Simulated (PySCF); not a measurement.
Telling isomers of C4H7N3 apart by NMR

Non-relativistic, fast rotation and ring inversion assumed for equivalent nuclei, no solvent model, one computed conformer. J couplings at B3LYP/pcJ-1 (spin–dipole term left out of most H,H and C,H couplings); GFN2-xTB structure; NMR shieldings at PBE0/pcSseg-1/GIAO; PySCF.

Chemical shifts δ = σref − σ; ¹H (σref 31.72) and ¹³C (σref 186.93) vs TMS, all at this level. Multiplet labels drop J under 1 Hz and among equivalent protons, and merge close values. Unscaled 3J(H,H) run several per cent high. Where no couplings were computed, multiplicities follow the n + 1 count of equivalent neighbours, and m marks all less simple cases (inequivalent or close neighbours, rings, F or P nearby). Shifts are as computed. Against solution values, carbons near 30 ppm lie about +3 ppm off and those near 130 ppm about +5 ppm (rms about the fit 2.1 ppm; single classes can miss by 10 ppm). Of 1328 compounds with measured shifts, 309 miss one by over three times the rms of a fit or turn the order of signals round; such compounds aren't used in these exercises. Signals without a measured value on file couldn't be tested in this way; 1H shifts scatter by 0.2 ppm about their fit, and single ones miss by 0.5 ppm. OH and NH positions are gas-phase values without hydrogen bonding to other molecules.

(1) Tabulate the signals of `Cc1cnn(C)n1`, `Cn1cc(N)cn1`, `CCn1ccnn1` and their relative energies.

(2) What is the quickest way to tell Cc1cnn(C)n1 from CCn1ccnn1?

(3) What is the quickest way to tell Cn1cc(N)cn1 from CCn1ccnn1?

(4) What is the quickest way to tell Cc1cnn(C)n1 from Cn1cc(N)cn1?

## Answers

(1) 
| SMILES | carbon types | δC | δH | E rel. (kcal/mol) |
| --- | --- | --- | --- | --- |
| Cc1cnn(C)n1 | 1×C 1×CH 2×CH3 | 147.3, 139.0, 41.3, 12.8 | 7.49 (s, 1H), 4.18 (s, 3H), 2.46 (s, 3H) | 0.0 |
| Cn1cc(N)cn1 | 1×C 2×CH 1×CH3 | 139.8, 128.9, 115.4, 39.9 | 6.96 (m, 1H), 6.86 (m, 1H), 3.90 (s, 3H), 2.68 (br s, 2H) | 1.2 |
| CCn1ccnn1 | 2×CH 1×CH2 1×CH3 | 138.7, 127.8, 46.5, 20.8 | 7.81 (m, 1H), 7.54 (m, 1H), 4.54 (q, 2H), 1.47 (t, 3H) | 8.3 |

Energies are electronic energies at PBE0/pcSseg-1 on these geometries, without zero-point or thermal terms, each for the one conformer computed, which needn't be the lowest.

(2) Both give the same number of carbon signals, but DEPT or the intensities differ. The first has a substituted aromatic carbon next to a ring nitrogen (C) at 147.3 ppm, the second an sp3 CH2 bonded to N at 46.5 ppm. Their most deshielded carbons lie at 147.3 and 138.7 ppm.

(3) Both give the same number of carbon signals, but DEPT or the intensities differ. The first has an aromatic carbon bearing nitrogen (C) at 139.8 ppm, the second an sp3 CH2 bonded to N at 46.5 ppm. Their most deshielded carbons lie at 139.8 and 138.7 ppm. In the proton spectra the most deshielded non-exchanging signals are 6.96 (m, 1H) and 7.81 (m, 1H).

(4) Both give the same number of carbon signals, but DEPT or the intensities differ. The first has a methyl carbon on an aromatic ring (CH3) at 12.8 ppm, the second an aromatic CH next to a ring nitrogen at 115.4 ppm. Their most deshielded carbons lie at 147.3 and 139.8 ppm. In the proton spectra the most deshielded non-exchanging signals are 7.49 (s, 1H) and 6.96 (m, 1H).
